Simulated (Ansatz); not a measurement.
Two isomers of C2H7GeNO: A = `[CH3][Ge]1([OH])[CH2][NH]1`, B = `C[N]1[CH2][GeH]1[OH]`.

Program: Ansatz. Geometries: PBE0-D4/def2-TZVP. ΔE: electronic, gas phase. CBS: MP2 limit from def2 TZ/QZ plus the TZ coupled-cluster correction, frozen cores. DFT in def2-TZVPP. B3LYP here is the variant with VWN-RPA as its local correlation; programs differ in this. For Ge outer-core shells are correlated without core-valence functions, which leaves a few kJ/mol of doubt a bond. Scalar relativity is left out up to krypton. One conformer a species, not always the lowest.

A:

```xyz
12

C     0.492   -1.254    1.310
Ge    0.098   -0.268   -0.300
O     0.795   -1.140   -1.676
C    -1.191    1.126   -0.502
N     0.248    1.566   -0.473
H     0.081   -2.260    1.234
H     1.572   -1.322    1.441
H     0.051   -0.748    2.168
H     0.887   -0.556   -2.434
H    -1.696    1.324   -1.444
H    -1.811    1.374    0.359
H     0.473    2.156    0.318
```

B:

Z-matrix (Å, degrees):
```
C
N 1 1.439
H 1 1.092 2 109.7
H 1 1.097 2 110.1 3 118.4
H 1 1.102 2 113.8 3 -121.1
C 2 1.483 1 118.0 3 167.6
Ge 2 1.835 1 131.9 3 80.8
H 6 1.094 2 116.3 1 -19.7
H 6 1.089 2 115.9 1 116.0
O 7 1.768 2 114.6 1 -134.2
H 7 1.522 2 123.5 1 1.4
H 10 0.962 7 110.4 2 -22.3
```

(1) Which is lower in electronic energy at CCSD(T)/CBS, and by how much? (Estimate.)

(2) Give E(B) − E(A) in kJ/mol with HF/def2-TZVPP, CCSD(T)/def2-TZVPP, B3LYP, PBE-D4, PBE0-D4, MP2/def2-TZVPP, r2SCAN-D4. (Best estimate.)

Largest T1 diagnostic: 0.012.

Results:

(1) Ansatz gave: A, by 69.7 kJ/mol.

(2) Ansatz gave: HF/def2-TZVPP 63.1, CCSD(T)/def2-TZVPP 68.9, B3LYP 63.2, PBE-D4 62.3, PBE0-D4 64.8, MP2/def2-TZVPP 71.0, r2SCAN-D4 66.4. None reverses the order clearly.

In def2-TZVPP, CCSD(T) changes the Hartree–Fock value by +5.8 kJ/mol (the triples alone add −0.1 kJ/mol) and MP2 by +7.9 kJ/mol.
